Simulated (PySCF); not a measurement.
C6H12O3 (SMILES COCC(C)OC(C)=O), singlet, geometry from GFN2-xTB, with bond 12-1 at 1.3 times its length. Base run: DF-B3LYP/6-31G* run with PySCF.

Input for PySCF:
```python
from pyscf import gto, scf, dft

mol = gto.Mole()
mol.atom = '''
    C     3.31664536    1.04528576    0.08548677
    O     2.35758882    0.04980383    0.33459253
    C     1.11766463    0.32446859   -0.26815282
    C     0.12075824   -0.76171008    0.15069742
    C     0.56859278   -2.14034251   -0.30453814
    O    -1.15387104   -0.49479461   -0.44562435
    C    -1.94831639    0.40114729    0.15008231
    C    -3.24990067    0.53499897   -0.59702382
    O    -1.65560794    1.00652072    1.14614736
    H     2.99169205    2.01727611    0.47603834
    H     3.51573573    1.14651092   -0.98887000
    H     4.49838272    0.64041970    0.74861478
    H     1.21354759    0.33361044   -1.36633882
    H     0.74081764    1.30656199    0.05552595
    H     0.01488437   -0.72621779    1.24189884
    H    -0.11794572   -2.89988917    0.05850621
    H     0.59452523   -2.17901577   -1.39047307
    H     1.56279398   -2.32996452    0.08699485
    H    -3.04985766    0.85502697   -1.61637503
    H    -3.88494813    1.25900006   -0.09655512
    H    -3.74446127   -0.43207692   -0.63617226
'''
mol.basis = '6-31g*'
mol.verbose = 4
mol.build()

mf = dft.RKS(mol)
mf.xc = 'b3lyp'
mf = mf.density_fit(auxbasis='def2-universal-jkfit')
mf.kernel()
```

The base run was repeated with changes; each row names its change, and settings that it needs were set with it.

| change | ΔE vs base (mEh) | SCF cycles | outcome |
|---|---|---|---|
| base | 0.000 | 11 | converged |
| diis_space = 12 | 0.000 | 11 | converged |
| conv_tol = 1e-7 | 0.000 | 9 | converged |
| conv_tol_grad = 1e-3 | 0.000 | 11 | converged |
| solver = newton; init_guess = 1e | - | - | cut at the time limit |
| init_guess = vsap | 0.000 | 14 | converged |
| DIIS = ADIIS | 0.000 | 19 | converged |
| init_guess = sap | 0.000 | 14 | converged |
| conv_tol = 1e-11 | 0.000 | 13 | converged |
| init_guess = atom | 0.000 | 11 | converged |
| solver = newton | 0.000 | - | converged |
| init_guess = huckel | 0.000 | 14 | converged |
| init_guess = mod_huckel | 0.000 | 13 | converged |
